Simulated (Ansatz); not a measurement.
Geometry optimisation, UKS PBE-D4/def2-SVP (Ansatz).

input.yaml

```yaml
crystal:
  periodic: [false, false, false]
  atoms:
    - { symbol: O, position_ang: [-1.3924, -0.3488, -1.5888] }
    - { symbol: C, position_ang: [-0.5923, -0.0895, -0.7721] }
    - { symbol: C, position_ang: [0.7388, 0.6453, -0.6093] }
    - { symbol: O, position_ang: [1.0163, 0.2815, 0.8131] }
    - { symbol: Si, position_ang: [-0.4781, -0.6011, 0.9174] }
    - { symbol: H, position_ang: [1.97115, 0.48112, 0.98194] }
    - { symbol: H, position_ang: [0.7466, 1.7331, -0.7173] }
    - { symbol: H, position_ang: [-0.144, -2.0064, 1.2067] }
    - { symbol: H, position_ang: [-1.3876, 0.0775, 1.9521] }
magnetization:
  spin_polarized: true
basis:
  gaussian: { orbitals: def2-SVP }
hamiltonian:
  xc: pbe
  dispersion: d4
relax:
  f_tol: 0.02
  max_steps: 50
```

Command:

```bash
$ ansatz run input.yaml --threads 2 --pin off --max-ram 3072MiB --backend cpu --events-out ev --progress --plain --runs-dir out
```

Task: Where does it end, and by what steps?

Result: The run converged. After 10 steps the energy has fallen by 1.449 eV; H8 moved furthest, 0.52 Å.

| step | energy less start (eV) | largest force component (eV/Å) | accepted |
| --- | --- | --- | --- |
| 0 | 0.0000 | 4.960 | yes |
| 1 | -0.7650 | 1.954 | yes |
| 2 | -1.1029 | 1.823 | yes |
| 3 | -1.2443 | 1.269 | yes |
| 4 | -1.3636 | 1.887 | yes |
| 5 | -1.4168 | 0.894 | yes |
| 6 | -1.3867 | 1.010 | no |
| 7 | -1.4468 | 0.141 | yes |
| 8 | -1.4456 | 0.244 | no |
| 9 | -1.4484 | 0.041 | yes |
| 10 | -1.4486 | 0.016 | yes |

```xyz
9
Properties=species:S:1:pos:R:3
O -1.332 -0.089 -1.874
C -0.597 0.019 -0.906
C 0.532 0.762 -0.565
O 0.862 0.516 0.869
Si -0.554 -0.730 0.992
H 1.747 0.094 0.945
H 0.979 1.671 -0.989
H 0.202 -1.910 1.579
H -1.361 -0.159 2.134
```

Whether the end is a true minimum wasn't checked by a vibrational analysis.

Time of the run: 31 s on 2 threads of Intel(R) Xeon(R) Platinum 8259CL CPU @ 2.50GHz (Skylake/Cascade Lake), with other jobs on the host, peak memory 0.18 GiB.
